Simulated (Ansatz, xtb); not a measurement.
Two isomers of C4H4BClO

Structure a: `Bc1occc1Cl`, a singlet. Structure b: `Bc1ccc(Cl)o1`, a singlet. Both are isolated molecules in the gas phase, relaxed with PBE0-D3(BJ)/def2-SVP; the shapes shown needn't be the lowest conformers.

a (Å):

```xyz
11

C    -1.0398    0.8922    0.0552
C    -0.4090    1.6485    2.0234
C     0.4614    0.6243    1.7511
C     0.0516    0.1425    0.4861
B    -1.8958    0.8516   -1.1912
Cl    0.7820   -1.1436   -0.3591
O    -1.2880    1.8164    1.0463
H    -1.6523    0.0309   -2.0393
H    -2.8041    1.6338   -1.3211
H    -0.4934    2.3198    2.8764
H     1.2810    0.2631    2.3663
```

b (Å):

```yaml
atoms:
  - { symbol: C, position_ang: [-1.0472, 1.1374, 0.1211] }
  - { symbol: C, position_ang: [-0.4392, 1.4732, 1.3212] }
  - { symbol: C, position_ang: [0.3609, 0.3865, 1.7323] }
  - { symbol: C, position_ang: [0.1881, -0.5560, 0.7438] }
  - { symbol: B, position_ang: [-1.9988, 1.8873, -0.7827] }
  - { symbol: Cl, position_ang: [0.8497, -2.1071, 0.5851] }
  - { symbol: O, position_ang: [-0.6282, -0.1413, -0.2059] }
  - { symbol: H, position_ang: [-2.4087, 1.3876, -1.8007] }
  - { symbol: H, position_ang: [-2.3347, 2.9995, -0.4539] }
  - { symbol: H, position_ang: [-0.5736, 2.4222, 1.8378] }
  - { symbol: H, position_ang: [0.9820, 0.2843, 2.6179] }
```

Quicker runs give these differences E(b) − E(a): GFN2-xTB +5.09 kJ/mol; HF/STO-3G +1.21 kJ/mol (at GFN2-xTB geometries); r2SCAN-D4/def2-SVP −2.41 kJ/mol (at GFN2-xTB geometries).

Question: Estimate E(b) − E(a) at the level CCSD(T)/def2-SVP + ΔMP2/def2-TZVPP.

Answer: Too close to call at this level: CCSD(T)/def2-SVP + ΔMP2/def2-TZVPP gives E(b) − E(a) = −2.32 kJ/mol.

Level by level:

```
                             level              geometry  E(b) − E(a) (kJ/mol)  departure from the last row (kJ/mol)  job, with rough time for the two
                          GFN2-xTB              GFN2-xTB                   +5.09                                 +7.41              optimisation, 0.12 s
                         HF/STO-3G              GFN2-xTB                   +1.21                                 +3.52              single point, 0.46 s
                r2SCAN-D4/def2-SVP              GFN2-xTB                   −2.41                                 −0.09               single point, 5.5 s
              PBE0-D3(BJ)/def2-SVP  PBE0-D3(BJ)/def2-SVP                   −1.34                                 +0.98                optimisation, 42 s
                       HF/def2-SVP  PBE0-D3(BJ)/def2-SVP                   −1.33                                 +0.98           part of the CCSD(T) run
                      MP2/def2-SVP  PBE0-D3(BJ)/def2-SVP                   −0.32                                 +1.99           part of the CCSD(T) run
                  CCSD(T)/def2-SVP  PBE0-D3(BJ)/def2-SVP                   +0.53                                 +2.84                      single point
CCSD(T)/def2-SVP + ΔMP2/def2-TZVPP  PBE0-D3(BJ)/def2-SVP                   −2.32                                                      single point, 77 s
```

As drawn, both hold the same kinds of bond in the same numbers.

The largest departure from CCSD(T)/def2-SVP + ΔMP2/def2-TZVPP is that of GFN2-xTB, 7.41 kJ/mol. The last row adds to CCSD(T) the change of the MP2 difference between the two basis sets, here −2.84 kJ/mol.

With thermal terms from frequencies at re-optimised GFN2-xTB minima (ideal gas, soft modes damped towards free rotors, one conformer each, 298.15 K, 1 atm): the zero-point term adds −0.27 kJ/mol; ΔH is −2.49 and ΔG −2.70 kJ/mol.

The correlated steps freeze 11 core orbitals. Codes used: Ansatz 0.2.0, xtb 6.7.1; the last row on 2 threads of Arm Neoverse V2 on a shared host.
